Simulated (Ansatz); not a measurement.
`CN[SiH2]O` → `O[SiH3]` + `C=N` at 500 K and 1 bar (β-hydride elimination).

Computed with Ansatz on PBE0-D4/def2-TZVP structures; ΔE is electronic, products minus reactants. CCSD(T)/CBS adds triple-zeta CCSD(T) − MP2 to the extrapolated MP2 energy (def2 sets, frozen cores). This one scheme is used for every species. One conformer a species, not always the lowest.

| species | CCSD(T)/CBS energy (Eh) | H − E (kJ/mol) | S (J/(mol·K)) |
| --- | --- | --- | --- |
| `CN[SiH2]O` | -461.28708 | 269.9 | 389.7 |
| `O[SiH3]` | -366.69042 | 127.5 | 292.9 |
| `C=N` | -94.52360 | 124.2 | 249.5 |

H − E and S are ideal-gas, rigid-rotor, harmonic terms from PBE0-D4/def2-TZVP, for one conformer and one mirror image of each species. 1 Eh = 2625.50 kJ/mol, R = 8.31446 J/(mol·K).

**Question.** By hand: ΔE, ΔH, ΔS and ΔG.

**Answer.** ΔE = (-366.69042) + (-94.52360) − (-461.28708) = 0.07306 Eh = 191.8 kJ/mol. Δ(H − E) = 127.5 + 124.2 − 269.9 = -18.2, so ΔH = 173.6 kJ/mol. ΔS = 292.9 + 249.5 − 389.7 = 152.7 J/(mol·K). ΔG = 173.6 − 500 × (152.7)/1000 = 97.2 kJ/mol.

**Question.** By hand: the equilibrium constant, and the temperature at which ΔG would vanish if ΔH and ΔS stayed fixed.

**Answer.** log₁₀ K = −ΔG/(RT ln 10) = -10.2. ΔG = 0 at ΔH/ΔS = 1137 K.

The number of gas molecules changes by +1, which sets the sign of ΔS. A doubt of 5 kJ/mol in ΔE shifts log₁₀ K by 0.5 here. Other conformers and mirror images would add mixing entropy, several J/(mol·K) or more a flexible species. These are equilibria of isolated gas molecules and say nothing of rates. Largest T1 diagnostic: 0.012 (customary marks: 0.02 for closed shells, 0.045 for open ones).
